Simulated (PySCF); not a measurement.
Molecule: `C1C(CCC)CC1`, C7H14.

Geometry (Å), atoms numbered from 1 in this order:
```xyz
21

C     3.071   -0.212    0.522
C     1.688   -0.674    0.076
C     0.695    0.485    0.016
C    -0.675    0.046   -0.479
C    -1.782    1.118   -0.481
C    -2.725    0.126    0.215
C    -1.534   -0.808    0.473
H     3.022    0.241    1.510
H     3.762   -1.050    0.562
H     3.468    0.527   -0.172
H     1.763   -1.135   -0.912
H     1.316   -1.433    0.767
H     1.082    1.257   -0.655
H     0.596    0.928    1.010
H    -0.573   -0.428   -1.458
H    -2.098    1.479   -1.457
H    -1.529    1.971    0.146
H    -3.239    0.499    1.099
H    -3.460   -0.304   -0.463
H    -1.674   -1.849    0.189
H    -1.181   -0.768    1.502
```

Frames of a GFN2-xTB Langevin trajectory at 200 K; GIAO PBE0/pcSseg-1 shieldings in PySCF 2.14, gas phase, non-relativistic; equivalent atoms averaged within each frame.

Shifts are taken against calculated references (same method and geometry level): TMS for 13C (σref 186.93) and 1H (σref 31.72). The references are static minima.

Task: How do the shifts (ppm) fluctuate along the trajectory?

Result: 
| time (fs) | C3 | C4 | C5/C7 | C2 | C6 | C1 | H15 | H18 | H19 | H16/H20 |
| --- | --- | --- | --- | --- | --- | --- | --- | --- | --- | --- |
| optimised geometry | 46.4 | 36.7 | 28.4 | 25.0 | 17.3 | 17.3 | 2.19 | 1.83 | 1.99 | 2.15 |
| 250 | 41.3 | 39.5 | 26.4 | 21.8 | 19.0 | 16.1 | 2.30 | 1.81 | 1.75 | 1.71 |
| 425 | 49.6 | 46.9 | 28.6 | 23.0 | 16.2 | 11.4 | 3.13 | 0.98 | 2.55 | 2.08 |
| 625 | 59.0 | 32.6 | 29.9 | 22.9 | 14.0 | 20.8 | 2.33 | 1.82 | 1.96 | 2.02 |
| 800 | 44.8 | 44.2 | 28.4 | 26.9 | 20.4 | 18.9 | 2.84 | 2.06 | 1.74 | 2.93 |
| 1000 | 51.5 | 35.5 | 31.3 | 32.9 | 18.4 | 22.1 | 1.68 | 1.92 | 2.80 | 2.63 |
| mean of frames | 49.2 | 39.7 | 28.9 | 25.5 | 17.6 | 17.9 | 2.46 | 1.72 | 2.16 | 2.28 |
| standard deviation | 6.8 | 5.9 | 1.8 | 4.6 | 2.5 | 4.3 | 0.56 | 0.43 | 0.49 | 0.49 |

5 frames give an uncertainty of the mean of about the standard deviation over 2.2 at best, since frames this close in time may not be independent; classical motion lacks zero-point vibration, and the reference would need the same averaging.
